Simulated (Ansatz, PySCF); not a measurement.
This Ansatz (a first-principles code) input computes a BLYP/def2-TZVPD energy:

Ansatz 0.2 input:
```yaml
crystal:
  periodic: [false, false, false]
  atoms:
    - {symbol: Si, position_ang: [-1.13071627, -0.21437975, -0.19786288]}
    - {symbol: Cl, position_ang: [1.10415170, 0.11806772, 0.10161408]}
    - {symbol: H, position_ang: [-1.48225327, 1.28364396, -0.26245164]}
    - {symbol: H, position_ang: [-1.45829783, -0.28947871, 1.30509270]}
basis:
  gaussian:
    orbitals: def2-TZVPD
hamiltonian:
  xc: {name: BLYP}
total_charge: -1
output: {forces: true}
```

Q: Write an input for the same energy in PySCF and say what it gives.

A: 
```python
from pyscf import gto, scf, dft

mol = gto.M(
    atom='''
    Si   -1.13071627   -0.21437975   -0.19786288
    Cl    1.10415170    0.11806772    0.10161408
    H    -1.48225327    1.28364396   -0.26245164
    H    -1.45829783   -0.28947871    1.30509270
    ''',
    basis='def2-tzvpd',
    charge=-1,
    spin=0,
    verbose=4,
)

mf = dft.RKS(mol, xc='blyp').density_fit(auxbasis='def2-universal-jkfit')
mf.grids.level = 3
mf.conv_tol = 1e-9
mf.max_cycle = 100
mf.max_memory = 1500
mf.kernel()
if not mf.converged:
    mf = mf.newton()
    mf.kernel(mf.make_rdm1())
mf.analyze()
```
It gives -750.96460 Eh, and Ansatz -750.96455 Eh, a difference of 0.05 mEh, from the treatment of integrals and grids.

It need not be the lowest isomer of its formula. Whether it binds its extra electron was not tested at this geometry.
